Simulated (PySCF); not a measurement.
How methods differ on the excitation energy of Ca

Ca [Ar] 4s2 (1S) → Ca [Ar] 4p2 (3P), as a difference of total energies. Computed with PySCF 2.14 in x2c-QZVPPall, with scalar relativity by spin-free X2C-1e. Correlated levels: valence: [Ar] frozen; valence and next inner shell: [Ne] frozen. The calculations carry no spin-orbit coupling.

| method | excitation energy (eV) | error (eV) |
| --- | --- | --- |
| UHF | 4.180 | -0.594 |
| LDA | 4.587 | -0.187 |
| PBE | 4.309 | -0.465 |
| PBE0 | 4.380 | -0.394 |
| r2SCAN | 4.101 | -0.673 |
| CAM-B3LYP | 4.921 | +0.147 |
| BHandHLYP | 4.807 | +0.033 |
| M06-2X | 4.935 | +0.161 |
| BP86 | 4.383 | -0.391 |
| MP2 (valence) | 4.606 | -0.168 |
| SCS-MP2 (valence) | 4.795 | +0.021 |
| MP2 (valence and next inner shell) | 4.981 | +0.207 |
| SCS-MP2 (valence and next inner shell) | 5.092 | +0.318 |

Reference: 4.774 eV (measured; NIST levels, between the centres of gravity of the two terms).

Errors of the correlated levels include the incompleteness of this basis and the frozen core.

The basis was made for the ground configuration and has no added diffuse functions, so the excitation energy can come out too high.
